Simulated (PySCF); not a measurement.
Computed vibrations of WO2Br2

WO2Br2 (singlet). PySCF 2.14.0, RKS PBE, W def2-SVP with ECP60, O def2-SVP, Br def2-SVP; non-relativistic Hamiltonian with scalar-relativistic core potentials where named; density fitting; no spin-orbit coupling. Central differences of gradients.

```xyz
5

W     0.0000    0.0000    0.4664
O     0.9691    0.9691    1.4978
O    -0.9691   -0.9691    1.4978
Br    1.4426   -1.4426   -0.8471
Br   -1.4426    1.4426   -0.8471
```

Run from Python with OMP_NUM_THREADS=2. Where DIIS fails, smearing, a level shift and second-order steps follow.
It took 74 s on 2 threads of Arm Neoverse V1, on a shared host.

Q: What are the harmonic wavenumbers and infrared intensities?

A: Modes are labelled in C2v; negative numbers are unstable modes, those under 60 cm⁻¹ near the noise; a finer grid moves soft modes by up to 10 cm⁻¹.
```json
{"cm⁻¹": "73", "km/mol": "0.0", "symmetry": "a1"}
{"cm⁻¹": "129", "km/mol": "2.3", "symmetry": "b2"}
{"cm⁻¹": "187", "km/mol": "0.0", "symmetry": "a2"}
{"cm⁻¹": "191", "km/mol": "0.2", "symmetry": "b1"}
{"cm⁻¹": "248", "km/mol": "4.4", "symmetry": "a1"}
{"cm⁻¹": "302", "km/mol": "45.0", "symmetry": "b1"}
{"cm⁻¹": "352", "km/mol": "5.4", "symmetry": "a1"}
{"cm⁻¹": "968", "km/mol": "107.6", "symmetry": "b2"}
{"cm⁻¹": "997", "km/mol": "78.3", "symmetry": "a1"}
```

Q: Is this a minimum?

A: Yes. Ideal gas at 298.15 K and 1 bar: S = 371.6 J/(mol K), Cp = 89.3 J/(mol K), H − H(0 K) = 20.3 kJ/mol (rigid rotor, harmonic modes, spin degeneracy alone).
